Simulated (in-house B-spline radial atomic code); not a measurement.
A calculation on Tb²⁺: its settings, and results tabulated from the run. Level of theory: scalar-relativistic (X2C) r2SCAN0, spin-polarised, spherical fractional occupations, Fermi nucleus of rms radius 5.06 fm; calculated with a B-spline radial code for spherical atoms.

Command:
```bash
python run_scf.py task.json out
```
Settings (nuclear radius in fm, mass in u):
```
Z                65
configuration    [Xe] 4f9
hamiltonian      x2c
method           r2scan0
spin_polarised   True
nucleus          fermi
rms_radius       5.06
atomic_mass      158.92535
speed_of_light   137.035999084
```

Output (hartree, bohr):
```
 radial grid: 78 intervals, B-splines of order 8, outer radius 53.7037 bohr

 iter        energy (Eh)    residual
    1      -11707.603585    1.56e-01
    2      -11707.624049    5.54e-03
    3      -11707.624551    2.24e-03
    4      -11707.624689    1.44e-03
    5      -11707.624639    1.73e-03
    6      -11707.624750    1.93e-04
    7      -11707.624751    8.28e-05
    8      -11707.624751    8.77e-06
    9      -11707.624751    1.18e-06
   10      -11707.624751    9.93e-08

 total energy                    -11707.62475
 kinetic                           12808.4869
 electron-nucleus                 -28801.0675
 Hartree                            4544.3242
 exact exchange                      -63.6693
 exchange-correlation               -195.6990

 orbital      occ     eigenvalue          <r>       <r^2>       <1/r>       r_max
 1s up      1.000     -1908.0630    0.0207833  0.00059877     78.5665     0.01278
 1s down    1.000     -1908.0627    0.0207833  0.00059877     78.5665     0.01278
 2s up      1.000      -318.4315    0.0907775  0.00979735     18.1735     0.07732
 2s down    1.000      -318.4309    0.0907759   0.0097969     18.1737     0.07732
 2p up      3.000      -283.3983     0.080458  0.00792065     15.9534     0.06234
 2p down    3.000      -283.3977    0.0804564  0.00792022     15.9535     0.06234
 3s up      1.000       -71.7824     0.238595    0.065211      6.5385      0.2197
 3s down    1.000       -71.6836     0.238395   0.0650968     6.54514      0.2196
 3p up      3.000       -60.8351     0.237339   0.0654101     5.92347      0.2155
 3p down    3.000       -60.7327     0.237081   0.0652614     5.93018      0.2154
 3d up      5.000       -46.2959     0.216633   0.0551571      5.5548      0.1766
 3d down    5.000       -46.2060     0.216274   0.0549523     5.56196      0.1764
 4s up      1.000       -15.0626     0.541993    0.331638     2.68914      0.5054
 4s down    1.000       -14.8280     0.541881    0.331462     2.68822      0.5052
 4p up      3.000       -11.4143     0.573387    0.374067     2.42368      0.5271
 4p down    3.000       -11.1709     0.573359    0.374016     2.42237      0.5268
 4d up      5.000        -6.3124     0.624675    0.452999     2.12142       0.548
 4d down    5.000        -6.0416     0.625565    0.454542      2.1175      0.5477
 5s up      1.000        -2.4452      1.32448      1.9736     1.00912       1.183
 5s down    1.000        -2.3468      1.34945     2.04956      0.9851       1.197
 5p up      3.000        -1.5435      1.54246     2.69723    0.845691        1.34
 5p down    3.000        -1.4758      1.57847     2.82546    0.821658       1.363
 4f up      7.000        -0.7997     0.854418    0.962728     1.54566      0.5561
 4f down    2.000        -0.4266      0.98782      1.4083     1.43069       0.565
```

Time taken, with all properties: 0.86 s on 1 thread of Arm Neoverse V2 (shared host).

Caution: exact exchange at fractional occupations of open shells leaves self-interaction of up to several eV.

One-electron X2C: radii and densities carry no picture-change correction, so inner-shell <1/r> comes out high (for 1s by about 2 % at Z = 33, 5 % at 54, 10 % at 75, 30 % at 118) and <r> low.
